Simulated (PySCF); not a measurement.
## Worked example: chemical shift, span and skew from a shielding tensor

methylsilylformaldehyde (C2H6OSi), SMILES C[SiH2]C=O. Atoms are numbered in the order given.

```xyz
10

C     -1.6677    -0.2705    -0.4876
Si    -0.3598     0.7329     0.4059
C      1.3399    -0.1582     0.1454
O      1.4194    -1.1836    -0.4945
H     -1.6896    -1.2968    -0.0892
H     -2.6702     0.1713    -0.3791
H     -1.4247    -0.3338    -1.5596
H     -0.2333     2.1247    -0.1242
H     -0.6053     0.8262     1.8775
H      2.2717     0.2894     0.6005
```
Charge 0, spin multiplicity 1.

Geometry: B3LYP-D3(BJ)/def2-SVP. The values are those of a single conformer.

GIAO shieldings from PBE/pcSseg-1 (PySCF), non-relativistic, no solvent. The symmetric part of the tensor of C3 has the principal values -191.7, -84.4, 83.1 ppm. The same nucleus in TMS has σ = 182.0 ppm at this level (PySCF, at its B3LYP-D3(BJ)/def2-TZVP geometry).

Q: Work out the isotropic shielding, the ¹³C shift against TMS, the span and the skew.

A: 
σ(iso) = (σ11 + σ22 + σ33)/3 = -64.3 ppm. δ = σ(ref) − σ(iso) = 182.0 − (-64.3) = 246.3 ppm.
Span Ω = σ33 − σ11 = 274.8 ppm. Skew κ = 3(σ(iso) − σ22)/Ω = 0.22. Tumbling in solution averages the tensor to δ; in a static solid the shielding alone would spread this spin-1/2 line over Ω.
